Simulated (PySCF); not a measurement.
Continuum solvent and chemical shifts

Molfile (atoms numbered from 1):
```
C9H10O2
     RDKit          3D

 21 21  0  0  0  0  0  0  0  0999 V2000
   -1.3776    1.9690    0.7719 C   0  0  0  0  0  0  0  0  0  0  0  0
   -1.5048    0.6420    0.7370 C   0  0  0  0  0  0  0  0  0  0  0  0
   -1.2010   -0.2129   -0.4615 C   0  0  2  0  0  0  0  0  0  0  0  0
   -2.2501   -1.2402   -0.7857 C   0  0  0  0  0  0  0  0  0  0  0  0
   -1.7024   -2.4732   -0.7612 C   0  0  0  0  0  0  0  0  0  0  0  0
   -0.2847   -2.3810   -0.4142 C   0  0  0  0  0  0  0  0  0  0  0  0
    0.0135   -1.0775   -0.2429 C   0  0  0  0  0  0  0  0  0  0  0  0
    1.2126   -0.6069    0.2024 O   0  0  0  0  0  0  0  0  0  0  0  0
    1.7339    0.5438   -0.2985 C   0  0  0  0  0  0  0  0  0  0  0  0
    2.9396    0.9465    0.4912 C   0  0  0  0  0  0  0  0  0  0  0  0
    1.2733    1.1309   -1.2356 O   0  0  0  0  0  0  0  0  0  0  0  0
   -1.0434    2.5317   -0.1051 H   0  0  0  0  0  0  0  0  0  0  0  0
   -1.6010    2.5354    1.6798 H   0  0  0  0  0  0  0  0  0  0  0  0
   -1.8276    0.0965    1.6318 H   0  0  0  0  0  0  0  0  0  0  0  0
   -1.0227    0.4339   -1.3385 H   0  0  0  0  0  0  0  0  0  0  0  0
   -3.2818   -0.9816   -1.0236 H   0  0  0  0  0  0  0  0  0  0  0  0
   -2.2195   -3.4097   -0.9765 H   0  0  0  0  0  0  0  0  0  0  0  0
    0.4093   -3.2142   -0.3059 H   0  0  0  0  0  0  0  0  0  0  0  0
    2.6133    1.2848    1.4866 H   0  0  0  0  0  0  0  0  0  0  0  0
    3.6084    0.0879    0.6405 H   0  0  0  0  0  0  0  0  0  0  0  0
    3.4599    1.7621   -0.0223 H   0  0  0  0  0  0  0  0  0  0  0  0
  1  2  2  0
  2  3  1  0
  3  4  1  0
  4  5  2  0
  5  6  1  0
  6  7  2  0
  7  8  1  0
  8  9  1  0
  9 10  1  0
  9 11  2  0
  7  3  1  0
  1 12  1  0
  1 13  1  0
  2 14  1  0
  3 15  1  6
  4 16  1  0
  5 17  1  0
  6 18  1  0
 10 19  1  0
 10 20  1  0
 10 21  1  0
M  END
```

GIAO PBE0/pcSseg-1 in PySCF on one PBE0-D3(BJ)/def2-SVP conformer, non-relativistic, equivalent nuclei averaged. Solvents enter as an IEF-PCM continuum (cyclohexane with ε = 2.0, acetone with ε = 20.5) around the gas-phase geometry. Shifts are referred to TMS computed in the same medium.

Gas phase, δ in ppm: C9 172.1, C7 168.2, C2 143.0, C5 138.9, C4 138.7, C1 130.4, C6 119.9, C3 57.4, C10 22.4, H17 6.55, H16 6.15, H18 5.94, H13 5.66, H12 5.66. Dipole moment 1.73 D.

Problem. How does each δ change in the continuum?

Solution. 
```tsv
atoms	environment	Δδ, cyclohexane	Δδ, acetone
C9	ester carbonyl carbon	+1.9	+4.5
C7	alkene carbon bearing oxygen	+0.4	+0.9
C2	alkene CH	+0.5	+1.0
C5	alkene CH	+0.6	+1.6
C4	alkene CH	+0.9	+2.1
C1	terminal =CH2 carbon	+0.7	+1.9
C6	β carbon of an enol-ether or enamine type C=C	+0.7	+1.9
C3	allylic sp3 CH	+0.6	+1.4
C10	methyl carbon α to a carbonyl	+0.5	+1.3
H17	hydrogen on an alkene CH	+0.08	+0.21
H16	hydrogen on an alkene CH	+0.08	+0.20
H18	hydrogen on a β carbon of an enol-ether or enamine type C=C	+0.10	+0.25
H13	hydrogen on a terminal =CH2 carbon	+0.07	+0.19
H12	hydrogen on a terminal =CH2 carbon	+0.03	+0.05
```

Changes are relative to the gas phase. The dipole moment becomes 1.91 D in cyclohexane, 2.19 D in acetone.

Problem. Which of the listed nuclei move most (in ppm), and what does the model miss? (N and O are left out, as their reference compounds move with the solvent too.)

Solution. C9 (ester carbonyl carbon, +4.5 ppm) in acetone. A continuum only polarises the solute; specific hydrogen bonds, the anisotropy of aromatic solvents and changes of geometry or conformer are outside it.
